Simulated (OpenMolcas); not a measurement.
Os VI: CASPT2 settings compared

| Property | Result |
| --- | --- |
| Program | OpenMolcas 26.06 |
| Basis | ANO-R3 [10s7p6d4f3g2h] |
| Scalar Hamiltonian | X2C, finite nucleus |
| Active space | 3 electrons in 5 orbitals (5d) |
| State averaging | 2S+1 = 4 even, 10 roots; 2S+1 = 2 even, 35 roots kept (CI in the orbitals of an earlier block) |
| Spin-orbit coupling | state interaction with AMFI integrals over the reference wave functions, term energies averaged over their components |

Methods on the same reference wave functions:
A. CASSCF
B. SS-CASPT2, IPEA 0.1 Eh, imaginary shift 0.5 Eh (closed shells correlated: 5s 5p)
C. SS-CASPT2, IPEA 0.35 Eh, real shift 0.1 Eh (closed shells correlated: 5s 5p)
D. XMS-CASPT2, IPEA 0.6 Eh, imaginary shift 0.4 Eh (closed shells correlated: 5s 5p)

Energies in cm⁻¹ above 5d³ ⁴F_3/2, the measured ground level; measured values from the list in Brasseur, Palmeri and Quinet, Atoms 13, 11 (2025).

```tsv
Level	A	B	C	D	Measured
5d³ ⁴F_3/2	0.0	0.0	0.0	0.0	0.0
5d³ ⁴F_5/2	5654	6030	5990	5960	6397
5d³ ⁴F_7/2	10854	11010	11000	10990	11444
5d³ ⁴F_9/2 [55 %]	14736	14160	14220	14300	14678
5d³ ⁴P_1/2 [70 %]	19086	17060	17240	16850	16772
5d³ ²G_7/2	24512	22410	22610	22800	22920
5d³ ²H_9/2 [56 %]	25258	23510	23610	23860	24028
5d³ ⁴P_5/2	27428	25560	25760	25620	24828
5d³ ²P_1/2 [70 %]	32248	29650	29820	29150	28860
5d³ ²H_11/2	34325	31560	31730	32160	32156
5d³ ²D_5/2	38325	34880	35180	35600	34418
5d³ ²G_9/2 [57 %]	38644	36400	36590	36840	37019
```

Deviations, from unrounded energies. A percentage is the sum of absolute deviations over the sum of measured energies, with the sign that they share, or ± where signs differ.

```csv
Against measurement,Levels,A,B,C,D
mean absolute deviation (cm-1),11,1800,530,550,370
fine structure of the ground term (%),3,±4.3,-4.1,-4.0,-3.9
other terms of the ground configuration (%),8,+8.5,±2.0,±2.1,±1.3
```

D lies closest to measurement on these levels and A furthest from it. The largest miss of D in the table is 5d³ ²D_5/2, by +1200 cm-1. The ranking rests on the paired levels alone, and a cruder setting can come out closer through cancelling errors.

Among B to D the level of the table that moves most is 5d³ ²D_5/2, by 720 cm-1 (lowest in B, highest in D). Moves below CASPT2's spread within the term are not significant.

The mean deviations of B to D differ by less than CASPT2's widest spread within a term (1800 cm-1), so their order carries little weight.

From A to B the spin-free energies of the other terms of 5d³ shown, above ⁴F, scale by factors of 0.80 to 0.83, as is usual when dynamic correlation screens the repulsion within a d or f shell.

The lowest spin-free term lies below A's lowest term by 0.289 hartree in B, 0.283 hartree in C, 0.282 hartree in D.

Term energies are means over components that CASPT2 splits; among the terms shown or strongly mixed into the levels shown the widest spread is 1800 cm-1 (5d³ ²H, D). Terms from blocks run as CI alone lack orbitals of their own. The CASPT2 spread within a term exceeds the gap to the next term for 5d³ ²P and 5d³ ²H, so the order of their levels is uncertain (figures for B; the like holds for C, D). Without dynamic correlation excited terms often stand tens of per cent too high (terms of higher spin than the ground term too low), and those without a measured partner can miss by more than the paired ones (holds for A). Measured partners are found by configuration, term and J. A level has none where our copy of the source lacks it or the pairing is in doubt (some pairs that miss far off the trend of their configuration count as doubtful), and it then counts in no deviation. Only configurations of the active space appear. Levels that lie high or do not pair safely by name in every column are left out.

A share in square brackets marks a mixed level and gives the weight of the term that names it, the lowest over the columns.
